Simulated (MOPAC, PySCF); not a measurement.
[Ti(Cl)2(F)2], neutral singlet in the gas phase. 

Z-matrix (Å, degrees):
```
Ti
F 1 1.7337
F 1 1.7337 2 108.52
Cl 1 2.1858 2 109.40 3 -119.42
Cl 1 2.1860 2 109.48 3 119.42
```
Charge 0, multiplicity 1.

All levels are single points at this geometry (TPSS-D3(BJ)/def2-SVP); Pople sets use spherical d functions. Orbital energies aren't observables, and empty levels follow the basis.

TPSSh-D3(BJ)/def2-TZVP in PySCF gives gap (eV) = 4.96.

Question: Estimate the gap (eV) from each of these levels: PBE-D3(BJ)/def2-TZVP in PySCF; B3LYP/LANL2DZ in PySCF; BP86/6-31G* (LANL2DZ on Ti) in PySCF; HF/3-21G in PySCF; PM6 in MOPAC.

Answer: 
```tsv
level	gap (eV)
PBE-D3(BJ)/def2-TZVP in PySCF	3.96
B3LYP/LANL2DZ in PySCF	5.34
BP86/6-31G* (LANL2DZ on Ti) in PySCF	3.84
HF/3-21G in PySCF	12.82
PM6 in MOPAC	9.05
```
